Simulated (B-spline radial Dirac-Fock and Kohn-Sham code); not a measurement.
## Kohn-Sham estimates against Dirac-Fock for the levels of Te²⁸⁺

System: Te²⁸⁺, [Ar] 3d6.

The density-functional columns are spherical, spin-unpolarised Dirac-Kohn-Sham results without Breit or QED terms: −ε is minus the orbital energy of the initial state and ΔSCF the difference of two total energies. The reference in the last column comes from ΔSCF Dirac-Fock with Breit, self-energy and vacuum polarisation, finite nucleus, configuration average. All numbers are from a B-spline atomic structure program, in eV; a selection of levels is shown. The Kohn-Sham columns are given as differences from the reference. For the 1s level of heavy atoms much of the gap between ΔSCF and the reference is the Breit and QED part, -109.6 eV here; for other levels the error of the functional can be larger.

```
level  LDA −ε − DF  LDA ΔSCF − DF  Dirac-Fock
   1s       -278.4         +100.2     33004.3
   2s       -131.5          -45.8      6104.0
2p1/2       -101.9           +0.3      5779.3
2p3/2       -104.8           -7.9      5505.8
   3s        -61.5          -24.9      2027.4
3p1/2        -46.1           -8.0      1894.7
3p3/2        -46.1           -9.2      1836.5
   3d        -39.6           +1.6      1625.8
```

Values without a named source are computed, but for edge energies of neutral atoms, which are taken from tables.
